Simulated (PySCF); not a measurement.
WCl4H2, SMILES [Cl][WH2]([Cl])([Cl])[Cl], multiplicity 1. Geometry: PBE-D3(BJ)/def2-SVP. The spin state was assumed, not searched. The structure was generated by enumeration; whether it is a known compound was not checked. The def2 effective core potentials stand for the cores of W; spin–orbit coupling is left out.

These are PBE-D3(BJ)/def2-SVP run with PySCF values and carry that method's errors.

Harmonic wavenumbers (cm⁻¹): 86, 122, 131, 133, 133, 345, 367, 378, 382, 562, 648, 764, 1082, 2039, 2055. Rotational constants (GHz): 1.279, 1.211, 0.7229; symmetry number 2.

Task: Work out the zero-point energy and the ideal-gas rigid-rotor harmonic-oscillator thermochemistry at 298.15 K and 1 atm.

Result: ZPE = ½ Σ hcν = ½ × 9229 cm⁻¹ = 13.19 kcal/mol. H − E(el) = 18.88 kcal/mol. Entropy in cal/(mol K): translation 43.26, rotation 28.66, vibration 21.10, total 93.02. G − E(el) = -8.86 kcal/mol. Cp = 26.82 cal/(mol K). Modes under 150 cm⁻¹ make the vibrational entropy uncertain.
